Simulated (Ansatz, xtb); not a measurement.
## Relaxing a trial structure of C2H8GaN

The starting geometry of this gas-phase singlet was built from a drawn formula by distance geometry; its bonds are those of `C[C@H](N)[GaH2]`.

```yaml
atoms:
  - { symbol: C, position_ang: [-0.2430, 0.4761, -1.0066] }
  - { symbol: C, position_ang: [0.8923, 0.9511, -0.1180] }
  - { symbol: Ga, position_ang: [2.0349, -0.4571, 0.6861] }
  - { symbol: N, position_ang: [1.8658, 1.6724, -0.7383] }
  - { symbol: H, position_ang: [-0.0022, -0.5438, -1.4361] }
  - { symbol: H, position_ang: [-0.4160, 1.1726, -1.7821] }
  - { symbol: H, position_ang: [-1.2383, 0.3322, -0.4393] }
  - { symbol: H, position_ang: [0.4824, 1.3138, 0.8940] }
  - { symbol: H, position_ang: [2.6778, 1.0830, -0.9968] }
  - { symbol: H, position_ang: [1.5478, 2.3945, -1.4852] }
  - { symbol: H, position_ang: [2.9357, -1.0992, -0.3384] }
  - { symbol: H, position_ang: [3.1452, 0.4631, 1.4734] }
```

Problem. Where would you expect an optimisation with r2SCAN-D4/def2-SVP to take it?

Solution. A new bond forms, giving a structure given below by its coordinates. Distances that change by over a tenth: C2–N4 (1.36 → 1.51 Å). Contacts that close: Ga3–N4 (2.57 → 2.15 Å).

The energy falls by 2.33 eV over 15 steps:

```
step  E − E(last) (eV)
   1             2.330
   3             0.637
   4             0.440
   6             0.140
   7             0.078
   9             0.020
  10             0.010
  12             0.003
  13             0.001
  15             0.000
```

Final geometry (Å):

```yaml
atoms:
  - { symbol: C, position_ang: [-0.2652, 0.3675, -1.0049] }
  - { symbol: C, position_ang: [0.7949, 0.9172, -0.0818] }
  - { symbol: Ga, position_ang: [2.3371, -0.1079, 0.6231] }
  - { symbol: N, position_ang: [2.0054, 1.4533, -0.8113] }
  - { symbol: H, position_ang: [0.1325, -0.4373, -1.6470] }
  - { symbol: H, position_ang: [-0.7010, 1.1435, -1.6652] }
  - { symbol: H, position_ang: [-1.0878, -0.0716, -0.4191] }
  - { symbol: H, position_ang: [0.4037, 1.7077, 0.5755] }
  - { symbol: H, position_ang: [2.0076, 1.2262, -1.8056] }
  - { symbol: H, position_ang: [2.1762, 2.4511, -0.6942] }
  - { symbol: H, position_ang: [2.7633, -1.3678, -0.1993] }
  - { symbol: H, position_ang: [3.1158, 0.4766, 1.8427] }
```

From the same start GFN2-xTB reaches the same bonding as this run.

No frequencies were run, so the end isn't proven a minimum. Run with Ansatz 0.2.0, 44 s on 2 threads of Arm Neoverse V1 (shared host).
